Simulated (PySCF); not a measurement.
Partial charges of `C#C[C@@H]1SS[C@H]1OC`

Species: C5H6OS2.
Geometry (GFN2-xTB, Å), atoms numbered from 1 in this order:
```xyz
14
C5H6OS2 angstrom
C      2.894   -0.160    1.411
C      2.137    0.039    0.504
C      1.204    0.346   -0.541
S      1.272    2.113   -1.107
S     -0.797    1.924   -0.945
C     -0.264    0.328   -0.112
O     -0.904   -0.791   -0.566
C     -2.257   -0.880   -0.173
H      3.569   -0.364    2.188
H      1.346   -0.303   -1.409
H     -0.391    0.481    0.970
H     -2.346   -0.915    0.918
H     -2.820   -0.020   -0.552
H     -2.643   -1.798   -0.608
```

Density: PBE0/pcSseg-1 (PySCF); schemes: Mulliken, IAO, Hirshfeld and ESP-fitted. One conformer (not necessarily the lowest) at the GFN2-xTB geometry, without solvent, vibrations or thermal averaging.

Question: What partial charge does each atom carry?

Answer: In e:

```
atom                 environment  Mulliken     IAO  Hirshfeld  ESP-fitted
  C1      terminal alkyne carbon    -0.339  -0.216     -0.097      -0.584
  C2               alkyne carbon    +0.346  -0.034     -0.049      +0.352
  C3  sp3 carbon bound to sulfur    -0.345  -0.194     -0.022      -0.297
  S4            disulfide sulfur    +0.057  +0.030     -0.007      -0.001
  S5            disulfide sulfur    -0.031  -0.057     -0.053      -0.045
  C6  sp3 carbon bound to oxygen    +0.037  +0.048     +0.048      -0.455
  O7                ether oxygen    -0.455  -0.349     -0.124      -0.018
  C8              methoxy carbon    -0.033  -0.209     -0.033      -0.353
  H9             alkyne hydrogen    +0.050  +0.207     +0.098      +0.353
 H10            methine hydrogen    +0.203  +0.194     +0.058      +0.239
 H11            methine hydrogen    +0.155  +0.141     +0.036      +0.296
 H12             methyl hydrogen    +0.105  +0.133     +0.045      +0.165
 H13             methyl hydrogen    +0.114  +0.135     +0.039      +0.189
 H14             methyl hydrogen    +0.136  +0.170     +0.061      +0.159
```

Mean size of the charges over all atoms: ESP-fitted 0.250 e, Mulliken 0.172 e, IAO 0.151 e, Hirshfeld 0.055 e. Each set sums to the total charge, 0, to within 0.001 e. The Mulliken scheme counts on each atom the diagonal of the density matrix times the overlap matrix over that atom's basis functions.

Lowest charge. The schemes don't all agree: Mulliken O7 (-0.455); IAO O7 (-0.349); Hirshfeld O7 (-0.124); ESP-fitted C1 (-0.584).

Highest charge. The schemes don't all agree: Mulliken C2 (+0.346); IAO H9 (+0.207); Hirshfeld H9 (+0.098); ESP-fitted H9 (+0.353).

Question: Sum the charges by element, for elements with more than one atom.

Answer: 
```json
{"element": "C", "atoms": "5", "Mulliken": "-0.333", "IAO": "-0.605", "Hirshfeld": "-0.153", "ESP-fitted": "-1.337"}
{"element": "S", "atoms": "2", "Mulliken": "+0.026", "IAO": "-0.027", "Hirshfeld": "-0.060", "ESP-fitted": "-0.046"}
{"element": "H", "atoms": "6", "Mulliken": "+0.763", "IAO": "+0.981", "Hirshfeld": "+0.337", "ESP-fitted": "+1.402"}
```

Question: How closely do the schemes follow one another over all atoms?

Answer: Correlation coefficient and root-mean-square difference: IAO with Hirshfeld 0.92, 0.119 e; Mulliken with IAO 0.79, 0.135 e; Mulliken with ESP-fitted 0.65, 0.228 e; IAO with ESP-fitted 0.65, 0.228 e; Mulliken with Hirshfeld 0.64, 0.186 e; Hirshfeld with ESP-fitted 0.47, 0.274 e.
